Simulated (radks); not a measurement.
The numbers below are computed, except where a source is named.
Problem. These are the eigenvalues of the occupied orbitals of an atom or ion with whole-number occupations (eV). Code: a radial shooting solver on a logarithmic mesh with Libxc functionals. Model: Dirac Kohn-Sham, PBE, spin-unpolarised, spherical densities, point nucleus.

1s1/2: -17823.91
2s1/2: -2474.891
2p1/2: -2266.013
2p3/2: -2180.154
3s1/2: -411.1460
3p1/2: -333.3940
3p3/2: -319.7257
3d3/2: -182.6859
3d5/2: -180.1892
4s1/2: -61.0909
4p1/2: -40.2785
4p3/2: -38.5065
4d3/2: -10.0297
5s1/2: -9.9273

Which element is it, and in what charge state? The configuration may be excited. Open shells, if any, fill j = l - 1/2 first.

Solution. Z = 40, zirconium, charge +1: Zr+ in [Kr] 4d2 5s1. The list shows which subshells hold electrons but not how many an open one holds; the 1s level, -655.02 hartree, gives Z - s = 36.2 by -(Z - s)^2/2, which with screening and relativity narrows Z to a few neighbours, and the depths of the outer levels then fix element, charge and occupations together.
